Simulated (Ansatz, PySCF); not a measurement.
Species: P₂H₃ (charge 0, doublet). SMILES: P[PH]
Geometry: optimised at B3LYP-D3(BJ)/def2-TZVP (Ansatz, a quantum-chemistry and plane-wave program).

B3LYP/6-31G* beside other levels, property by property. Terms: UHF or UKS for open shells; frozen cores in correlated levels; atomisation electronic, to ground-state atoms; 6-31G* and kin with 6d, 5d where marked; each state is the SCF solution reached for its charge and spin; non-relativistic; no dispersion term unless named; no spin-orbit coupling. Basis-set limits of correlation are two-point, X^-3; Hartree-Fock from the larger set. [CCSD(T)-MP2]/basis is that difference in the basis named. Ab initio and DFT rows: single points at B3LYP-D3(BJ) geometries (Ansatz), with unscaled harmonic terms from B3LYP/6-31G* (Ansatz) at its own minima, enthalpies of formation by atomisation with measured atoms. Anions need diffuse functions, which STO-3G, LANL2DZ, def2-SVP, cc-pVDZ and Pople sets without + lack.

Coupled cluster (Ansatz) is a level with limits of its own, used here on species with T1 under 0.025 (0.045 for open shells) and stable references: (a) RI-MP2/CBS(aug-cc-pV(T+d)Z,aug-cc-pV(Q+d)Z)+[CCSD(T)-MP2]/aug-cc-pV(T+d)Z; (b) CCSD(T)/CBS(cc-pV(T+d)Z,cc-pV(Q+d)Z).

| property | B3LYP/6-31G* (Ansatz) | PBE/6-31G* (Ansatz) | M06-2X/6-31G* (5d) (PySCF) | M06-2X/def2-TZVPD (PySCF) | to compare with |
|---|---|---|---|---|---|
| atomisation energy (kcal/mol) | 281.9 | 282.6 | 282.4 | 290.5 | 286.8 coupled cluster (b) |
| enthalpy of formation at 298 K (kcal/mol) | 37.3 | 36.6 | 36.8 | 28.7 | 32.4 coupled cluster (b) |
| vertical electron affinity to the singlet (eV) | 0.85 | 0.81 | 0.97 | 1.23 | 1.41 coupled cluster (a) |

As the rows show:
- atomisation energy: B3LYP/6-31G* lies 4.9 kcal/mol below coupled cluster.
- enthalpy of formation at 298 K: B3LYP/6-31G* lies 4.9 kcal/mol above coupled cluster.
- vertical electron affinity to the singlet: B3LYP/6-31G* lies 0.56 eV below coupled cluster.

The properties are those with a value to compare with, at most eight drawn at random. No case is left out for the size of its miss. Left out are saddle points of the reference geometry, anions that the best level run finds unbound, excited spin states, species near biochemistry, 298 K rows of species without real B3LYP wavenumbers, cases with under five habitual levels, runs that failed or that the program found above a lower state of the same kind, table entries that another table contradicts, and a share of species set aside by lot.
